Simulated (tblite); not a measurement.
What does the GFN2-xTB structure of InChI=1S/C5H7N3/c1-2-5(1)8-4-3-6-7-8/h3-5H,1-2H2 look like in three dimensions?

```
atom  x, y, z in Å
C1     2.544   -0.829    0.472
C2     1.592   -0.064    1.107
N3     0.521   -0.119    0.283
C4    -0.745    0.497    0.450
C5    -1.463    0.995   -0.771
C6    -1.961   -0.222   -0.058
N7     0.809   -0.866   -0.778
N8     2.011   -1.292   -0.672
H9     3.546   -1.063    0.765
H10    1.594    0.480    2.028
H11   -0.806    1.060    1.373
H12   -0.964    0.846   -1.715
H13   -2.020    1.916   -0.693
H14   -2.868   -0.156    0.522
H15   -1.794   -1.177   -0.531
```

Orientation and origin are arbitrary. Atoms count from 1 in this order. N3 (pyrrole-type nitrogen) is planar (angles 128.1°, 122.1° and 109.7°, sum 360.0°, 0.00 Å off the plane of its three neighbours). Of the pairs four or more bonds apart, N7···H15 is among the closest relative to their van der Waals radii: 2.63 Å, 96 % of the sum of Bondi's values. The 3 C–N bonds span 1.344 Å (C1–N8, aromatic) to 1.419 Å (N3–C4, drawn single), a spread of 0.075 Å. N8 (pyridine-type nitrogen) is bent (angle 109.2°).

Bonds between heavy atoms (Å): C1–C2 1.376, C2–N3 1.352, N3–C4 1.419, C4–C5 1.501, C5–C6 1.496, N3–N7 1.329, N7–N8 1.279, C1–N8 1.344, C4–C6 1.501.

Computed geometry: GFN2-xTB, gas phase.

Point group: Cs (tolerance 0.08 Å). Its GFN2-xTB frequencies are all real (lowest 39 cm⁻¹). One conformer, not necessarily the lowest (C2–N3–C4–C5 145°). 2 starts were optimised and ended at 0.00 and 1.75 kcal/mol (GFN2-xTB); the lowest of these is shown.
